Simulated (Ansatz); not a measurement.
# Energy profile

The step: Si₂H₆ ([SiH3][SiH3]) + NH₃ + HF → Si₂H₅F ([F][SiH2][SiH3]) + NH₃ + H₂; bonds formed: Si1–F7, H2–H8, H6–N9; bonds broken: Si1–H2, H6–F7, H8–N9 (atoms numbered as in the saddle structure below).

```
atom    x (Å)    y (Å)    z (Å)
 Si1  -0.3543  -1.2984   0.6774
  H2   0.7139  -0.2293   1.2854
  H3  -0.8580  -2.6469   0.2326
  H4  -0.8154  -1.4223   2.1182
 Si5  -1.7920   0.3684  -0.1371
  H6   1.7007  -0.0153  -1.0242
  F7   0.8876  -1.4986  -0.5429
  H8   1.2973   0.5582   0.4199
  N9   1.7330   0.8961  -0.5366
 H10  -2.0720   1.4067   0.8985
 H11  -1.1188   1.1329  -1.2514
 H12  -3.0961  -0.0760  -0.7046
 H13   1.1033   1.5545  -0.9879
 H14   2.6710   1.2699  -0.4475
```

Electronic energies by CCSD(T) at an estimated basis limit (MP2 extrapolated from triple and quadruple zeta, plus CCSD(T) − MP2 in triple zeta), on PBE0-D4/def2-TZVP structures; Si2NH10F, closed shell; no counterpoise correction. Program: Ansatz 0.2.0. Basis: def2-TZVPP and def2-QZVPP. Cores are frozen in the correlated methods. Extrapolation: Hartree–Fock as exp(−7.88 √X), correlation as X^−2.97.

Question: Give the profile in kJ/mol, counted from the separated reactants. (Judge from chemistry; the value comes from the calculation.)

Answer: By the calculation:
| point | kJ/mol |
| --- | --- |
| separated: Si2H6 (linked as [SiH3][SiH3]; Si1, H2, H3, H4, Si5, H10, H11, H12; singlet) + HF (H6, F7; singlet) + NH3 (H8, N9, H13, H14; singlet) | 0.0 |
| start structure | -63.8 |
| saddle | 53.3 |
| end structure | -119.3 |
| separated: Si2H5F (linked as [F][SiH2][SiH3]; Si1, H3, H4, Si5, F7, H10, H11, H12; singlet) + H2 (H2, H8; singlet) + NH3 (H6, N9, H13, H14; singlet) | -96.7 |

The T1 diagnostic stays at or below 0.013.

For scale, one of the runs: CCSD(T)/def2-TZVPP, 286 basis functions, launched by `ansatz run in.yaml --threads 8 --pin off --events-out ev --progress --plain --max-ram 19148MiB`. Hardware: 8 CPU threads of an Arm Neoverse V2, shared host. Wall time 99 s; peak host memory 8.4 GiB.
